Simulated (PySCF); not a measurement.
ZnClI, SMILES [Cl][Zn][I]. Geometry optimised at PBE-D3(BJ)/def2-TZVP. The def2 effective core potentials stand for the cores of I; spin–orbit coupling is left out.

Computed with PySCF with PBE-D3(BJ)/def2-TZVP.

Harmonic wavenumbers (cm⁻¹): 85, 85, 218, 443. Rotational constants (GHz): 0.7658 (linear); symmetry number 1.

Q: Work out the zero-point energy and the ideal-gas rigid-rotor harmonic-oscillator thermochemistry at 298.15 K and 1 atm.

A: ZPE = ½ Σ hcν = ½ × 830 cm⁻¹ = 4.97 kJ/mol. H − E(el) = 19.76 kJ/mol. Entropy in J/(mol K): translation 176.44, rotation 83.15, vibration 43.30, total 302.90. G − E(el) = -70.55 kJ/mol. Cp = 58.85 J/(mol K). Modes under 150 cm⁻¹ make the vibrational entropy uncertain.
